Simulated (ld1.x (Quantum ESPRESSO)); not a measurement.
# Transferability test, PAW potential for aluminium

```
Element                 : Al
Generator               : ld1.x (Quantum ESPRESSO) 7.5
Type                    : PAW
Functional              : PBE
Relativity              : non-relativistic
Frozen core             : [Ne]
Valence charge          : 3
Reference configuration : 3s1.75 3p1.25
Partial waves           : 3s (bound): rcut 1.70, rcutus 1.85 bohr; 3s channel at 0.05 Ry: rcut 1.70, rcutus 1.85 bohr; 3p (bound): rcut 1.90, rcutus 2.55 bohr; 3p channel at 2.95 Ry: rcut 1.90, rcutus 2.55 bohr; 3d channel at -0.15 Ry: rcut 1.95, rcutus 2.05 bohr; 3d channel at 2.3 Ry: rcut 1.95, rcutus 2.05 bohr
Local potential         : all-electron potential smoothed inside 2.35 bohr (lloc = -2)
Core correction         : Bessel-smoothed model core inside 1.25 bohr
Augmentation charge     : PSQ, inside the norm-conserving radii
```

Energies are relative to the spin-unpolarised reference configuration 3s1.75 3p1.25; without spin polarisation the order of configurations can differ from experiment. The frozen-core shift is the all-electron ΔE with the core orbitals held at their reference shape minus the fully relaxed ΔE.

(1) Give the all-electron excitation energy and the error of the potential for: 3s2 3p1; 3s2 3p0; 3s1 3p0; 3s1 3p1; 3s2 3p1.3; 3s2 3p0.5; 3s0 3p3.

Note: ghost state, extra bound levels that the all-electron valence spectrum of the same l lacks: s at -166.1 eV. A true bound ghost makes a file unfit for plane-wave use.

Results:

(1)

```
valence configuration  charge  ΔE all-electron (eV)  error AE − PS (meV)  frozen-core shift (meV)
              3s2 3p1       0                -1.259                 -0.1                     +0.1
              3s2 3p0      +1                 4.512                 -0.4                     +0.4
              3s1 3p0      +2                23.704                  -17                      +17
              3s1 3p1      +1                10.284                 -2.4                     +3.0
            3s2 3p1.3    -0.3                -1.836                 -0.1                     +0.1
            3s2 3p0.5    +0.5                 0.831                  0.0                      0.0
              3s0 3p3       0                 9.124                 -3.2                     +4.3
```
